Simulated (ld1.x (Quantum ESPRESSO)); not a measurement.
## Mn (Z = 25) PAW: all-electron and pseudo phase curves

manganese, PAW, made with ld1.x (Quantum ESPRESSO) 7.5 (LDA (PZ), scalar-relativistic). Core [Ne], reference 3s2 3p6 3d4 4s0 4p0 (charge +3). Waves: 3s (bound): rcut 1.10, rcutus 1.30 bohr; 4s (bound, empty): rcut 1.10, rcutus 1.30 bohr; 3p (bound): rcut 1.25, rcutus 1.40 bohr; 4p (bound, empty): rcut 1.25, rcutus 1.40 bohr; 3d (bound): rcut 1.20, rcutus 1.55 bohr; 3d channel at -2.05 Ry: rcut 1.20, rcutus 1.55 bohr. Local part: all-electron potential smoothed inside 1.40 bohr (lloc = -1). Core correction: a·sin(br)/r model core inside 0.65 bohr. Augmentation charge: BESSEL, radius 1.00 bohr.

The phase is arctan(r·u′/u) with u = r·R(r), unwrapped; energies in Ry, scanned from -11 to 5 Ry. A pole is an energy at which the radial function vanishes at the test radius. The pseudo phase is shifted by a multiple of π to meet the all-electron one at the reference energy, and phase errors are pseudo minus all-electron; the curves can meet again beyond the range given. Levels narrower than the energy grid can be missing from the lists of poles.

```json
{"channel": "s", "radius (bohr)": "1.69", "reference energy (Ry)": "-2.22", "poles, all-electron": "-8.58", "poles, pseudo": "-8.58", "unbroken range about the reference energy with phases within 0.05 rad": "the whole range", "phase error 1 Ry above the reference energy (rad)": "+0.001"}
{"channel": "p", "radius (bohr)": "1.69", "reference energy (Ry)": "-1.71", "poles, all-electron": "-6.14", "poles, pseudo": "-6.14", "unbroken range about the reference energy with phases within 0.05 rad": "the whole range", "phase error 1 Ry above the reference energy (rad)": "-0.001"}
{"channel": "d", "radius (bohr)": "1.69", "reference energy (Ry)": "-3.05", "poles, all-electron": "-2.23", "poles, pseudo": "-2.23", "unbroken range about the reference energy with phases within 0.05 rad": "below 2.7", "phase error 1 Ry above the reference energy (rad)": "-0.000"}
```

The ghost test of this file was not conclusive. Its overlap operator is not positive definite in a basis up to 400 Ry (lowest eigenvalue s -0.14), so the file is unfit for use: the generalised eigenproblem breaks down once the basis is large enough, and its test numbers describe a broken file.

Phases in the d channel:

| E (Ry) | all-electron | pseudo |
| --- | --- | --- |
| -11.00 | 1.368 | 1.368 |
| -10.76 | 1.365 | 1.365 |
| -10.52 | 1.362 | 1.362 |
| -10.28 | 1.358 | 1.359 |
| -10.04 | 1.355 | 1.355 |
| -9.80 | 1.351 | 1.351 |
| -9.56 | 1.347 | 1.347 |
| -9.32 | 1.343 | 1.343 |
| -9.08 | 1.339 | 1.339 |
| -8.84 | 1.334 | 1.334 |
| -8.60 | 1.329 | 1.329 |
| -8.36 | 1.324 | 1.324 |
| -8.12 | 1.318 | 1.318 |
| -7.88 | 1.312 | 1.312 |
| -7.64 | 1.305 | 1.305 |
| -7.40 | 1.298 | 1.298 |
| -7.16 | 1.290 | 1.290 |
| -6.92 | 1.281 | 1.281 |
| -6.68 | 1.271 | 1.271 |
| -6.44 | 1.260 | 1.260 |
| -6.20 | 1.247 | 1.247 |
| -5.96 | 1.232 | 1.232 |
| -5.72 | 1.215 | 1.216 |
| -5.48 | 1.195 | 1.195 |
| -5.24 | 1.171 | 1.171 |
| -5.00 | 1.140 | 1.140 |
| -4.76 | 1.101 | 1.101 |
| -4.52 | 1.047 | 1.047 |
| -4.28 | 0.969 | 0.969 |
| -4.04 | 0.848 | 0.848 |
| -3.80 | 0.634 | 0.634 |
| -3.56 | 0.222 | 0.222 |
| -3.32 | -0.439 | -0.439 |
| -3.08 | -0.985 | -0.985 |
| -2.84 | -1.275 | -1.275 |
| -2.60 | -1.434 | -1.434 |
| -2.36 | -1.532 | -1.532 |
| -2.12 | -1.600 | -1.600 |
| -1.88 | -1.651 | -1.651 |
| -1.64 | -1.692 | -1.692 |
| -1.40 | -1.727 | -1.727 |
| -1.16 | -1.759 | -1.759 |
| -0.92 | -1.789 | -1.789 |
| -0.68 | -1.818 | -1.818 |
| -0.44 | -1.847 | -1.847 |
| -0.20 | -1.877 | -1.877 |
| 0.04 | -1.910 | -1.910 |
| 0.28 | -1.946 | -1.945 |
| 0.52 | -1.985 | -1.984 |
| 0.76 | -2.031 | -2.029 |
| 1.00 | -2.085 | -2.082 |
| 1.24 | -2.149 | -2.144 |
| 1.48 | -2.227 | -2.220 |
| 1.72 | -2.325 | -2.314 |
| 1.96 | -2.449 | -2.433 |
| 2.20 | -2.607 | -2.582 |
| 2.44 | -2.804 | -2.768 |
| 2.68 | -3.039 | -2.990 |
| 2.92 | -3.292 | -3.234 |
| 3.16 | -3.536 | -3.474 |
| 3.40 | -3.747 | -3.687 |
| 3.64 | -3.917 | -3.862 |
| 3.88 | -4.051 | -4.002 |
| 4.12 | -4.155 | -4.111 |
| 4.36 | -4.238 | -4.198 |
| 4.60 | -4.304 | -4.268 |
| 4.84 | -4.358 | -4.325 |
